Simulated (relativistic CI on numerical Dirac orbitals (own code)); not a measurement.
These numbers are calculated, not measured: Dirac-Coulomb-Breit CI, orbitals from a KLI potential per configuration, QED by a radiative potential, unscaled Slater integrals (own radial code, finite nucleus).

The strongest absorption lines from the ground level of an ion, among the configurations computed and to levels below about 829 eV (vacuum wavelength in Å, gf): 28.879 (0.064), 29.077 (0.073), 31.023 (0.028), 32.306 (0.071), 32.789 (1.6), 33.699 (1.7), 33.726 (0.022), 36.673 (0.5).

Problem. Which ion is it?
A. Er42+
B. Er44+
C. Os52+
D. Hf48+

Solution. B. Er44+ has 24 electrons and the ground level 3s2 3p6 3d6 3F_4; the strongest line goes to 3s2 3p5 3d7 3F°_4. The pattern of lines fixes the number of electrons, and along that sequence the line energies rise steadily with the charge (about as its square where n changes within one kind of shell, about linearly where n is kept but much faster in heavy ions where fine structure, which grows about as Z⁴, sets the gap, and irregularly where shells cross), which fixes Z. Configurations outside the model, such as inner-shell arrays, can give stronger lines. At this charge energies of transitions that change n are usually good to better than 1 %, and those within a shell (Δn = 0) to a few per cent.

LS names give the leading component of a level, which can be under half, so a name can repeat, a term be missing and a line seem to break the LS rules.
